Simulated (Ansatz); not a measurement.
A structure relaxed at r2SCAN-D4/def2-SVP in Ansatz, charge 0, singlet:

Cartesian coordinates in Å:
```
Sn -1.925 -2.422 4.468
Sn -0.318 -3.771 2.616
Sn -1.804 -4.936 0.534
Sn 3.174 -0.909 3.597
Sn 1.569 -1.979 1.544
Sn 3.168 -3.320 -0.345
Sn -1.134 -3.721 -1.905
Sn 1.531 -4.505 -2.298
Sn 5.019 -1.522 -1.429
Sn -3.288 -0.330 3.202
Sn -5.003 -1.228 1.165
Sn 0.221 2.511 4.183
Sn 2.908 1.876 3.713
Sn -1.418 1.483 2.135
Sn 0.201 0.131 0.255
Sn -4.117 -0.265 -1.317
Sn -1.423 -0.919 -1.818
Sn 3.674 2.965 1.249
Sn 2.079 1.938 -0.833
Sn 3.676 0.575 -2.708
Sn -0.625 0.189 -4.282
Sn 2.078 -0.310 -4.845
Sn -2.780 3.571 0.830
Sn -4.517 2.504 -1.105
Sn -0.915 5.352 -0.259
Sn 0.697 4.023 -2.122
Sn -0.771 2.991 -4.285
H -3.031 -3.506 5.222
H -0.920 -1.766 5.705
H 0.546 -5.028 3.429
H -1.397 -6.607 0.429
H -3.489 -4.850 0.867
H 2.720 -1.612 5.103
H 4.820 -1.337 3.317
H 4.021 -4.577 0.480
H -2.128 -4.351 -3.171
H 1.616 -6.218 -2.129
H 2.097 -4.127 -3.878
H 5.979 -0.872 -0.154
H 6.081 -2.323 -2.523
H -4.236 0.515 4.375
H -5.134 -2.943 1.191
H -6.581 -0.597 1.453
H -0.286 1.864 5.698
H 0.020 4.220 4.272
H 3.898 2.515 4.977
H -5.100 -0.909 -2.585
H 5.330 2.609 0.931
H 3.527 4.682 1.287
H 4.839 1.693 -3.329
H -1.619 -0.456 -5.540
H 2.379 -1.969 -5.183
H 2.504 0.578 -6.260
H -3.731 4.404 2.010
H -6.142 2.775 -0.600
H -4.318 3.309 -2.612
H 0.083 5.959 1.009
H -1.706 6.699 -0.985
H 1.869 5.132 -2.744
H -2.394 3.561 -4.248
H -0.072 3.563 -5.753
```

Q: Give its formula and point group.

A: Sn₂₇H₃₄, a nanocrystal cut from hexagonal tin. Point group C3v (tolerance 0.1 Å).

Q: Summarise the bond lengths by kind (pairs closer than 1.2 times the sum of covalent radii, bridged metal pairs left out).

A: 37 × Sn–Sn 2.80 to 2.84 Å; 34 × H–Sn 1.72 to 1.73 Å.

In the def2 sets Sn takes a core potential; there is no spin–orbit coupling. Single mean-field runs in def2-SVP are fitted with def2-universal-jkfit.
